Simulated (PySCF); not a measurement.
Si(F)(Br)(OH)(OMe) (CH4BrFO2Si), SMILES CO[Si](O)(F)Br. The structure is a stationary point at B3LYP-D3(BJ)/def2-SVP. One conformer was computed; it need not be the lowest.

Problem. Give the equilibrium geometry at B3LYP-D3(BJ)/def2-SVP (PySCF confirms it by a frequency run) as a Z-matrix. (An estimate is asked for; the answer gives what the named calculation found.)

Solution. Several could match; the one computed here: 
```
O
C 1 1.4156
H 2 1.0994 1 108.12
H 2 1.1031 3 108.77 1 -120.91
H 2 1.1037 3 108.66 4 -118.28
Si 1 1.6253 2 127.06 3 178.30
F 6 1.6081 1 106.92 2 -174.47
O 6 1.6394 7 111.04 1 120.06
H 8 0.9647 6 118.40 7 73.20
Br 6 2.2261 7 107.06 1 -119.68
```
Charge 0, spin multiplicity 1.
